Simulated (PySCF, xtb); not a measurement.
CH₈GeOSi, SMILES O[CH2][GeH2][SiH3].

xtb with GFN2-xTB at its own geometry gives an orbital gap of 4.64 eV and a dipole moment of 2.20 D.

The structure is a stationary point at PBE0-D3(BJ)/def2-SVP. The structure was generated by enumeration, and PubChem lists no compound with its InChIKey, so it may never have been made. The values are those of a single conformer.

What does PySCF with PBE0/def2-TZVP give? (Estimate from the structure and the level; the computed values follow.)

gap 7.41 eV (levels -7.28 and 0.13 eV), dipole 1.16 D.
